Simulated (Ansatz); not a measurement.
`[NH2][Zn][AlH][Cl]` + HCl → `[Cl][AlH][Cl]` + `[NH2][ZnH]` at 298.15 K and 1 bar (cleavage of the Al–Zn bond).

Computed with Ansatz on PBE0-D4/def2-TZVP structures; ΔE is electronic, products minus reactants. CCSD(T)/CBS is the MP2 limit (def2-TZVPP, def2-QZVPP) plus CCSD(T) − MP2 in def2-TZVPP, frozen cores. This one scheme is used for every species. For Zn outer-core shells are correlated without core-valence functions, which leaves a few kJ/mol of doubt a bond. Scalar relativity is left out up to krypton. One conformer a species, not always the lowest.

```tsv
species	CCSD(T)/CBS energy (Eh)	H − E (kJ/mol)	S (J/(mol·K))
`[NH2][Zn][AlH][Cl]`	-2536.75835	109.3	375.0
HCl	-460.38127	26.6	186.8
`[Cl][AlH][Cl]`	-1162.30651	39.7	288.7
`[NH2][ZnH]`	-1834.88092	93.2	261.0
```

H − E and S are ideal-gas, rigid-rotor, harmonic terms from PBE0-D4/def2-TZVP, for one conformer and one mirror image of each species. 1 Eh = 2625.50 kJ/mol, R = 8.31446 J/(mol·K).

Problem. By hand: ΔE, ΔH, ΔS and ΔG.

Solution. ΔE = (-1162.30651) + (-1834.88092) − (-2536.75835) − (-460.38127) = -0.04781 Eh = -125.5 kJ/mol. Δ(H − E) = 39.7 + 93.2 − 109.3 − 26.6 = -3.0, so ΔH = -128.5 kJ/mol. ΔS = 288.7 + 261.0 − 375.0 − 186.8 = -12.1 J/(mol·K). ΔG = -128.5 − 298.15 × (-12.1)/1000 = -124.9 kJ/mol.

Problem. By hand: the equilibrium constant, and the temperature at which ΔG would vanish if ΔH and ΔS stayed fixed.

Solution. log₁₀ K = −ΔG/(RT ln 10) = 21.9. ΔG = 0 at ΔH/ΔS = 10620 K, far beyond where these terms or the molecules hold.

The number of gas molecules stays the same, so ΔS is small and ΔH decides. A doubt of 5 kJ/mol in ΔE shifts log₁₀ K by 0.9 here. Other conformers and mirror images would add mixing entropy, several J/(mol·K) or more a flexible species. These are equilibria of isolated gas molecules and say nothing of rates. Largest T1 diagnostic: 0.016 (customary marks: 0.02 for closed shells, 0.045 for open ones).
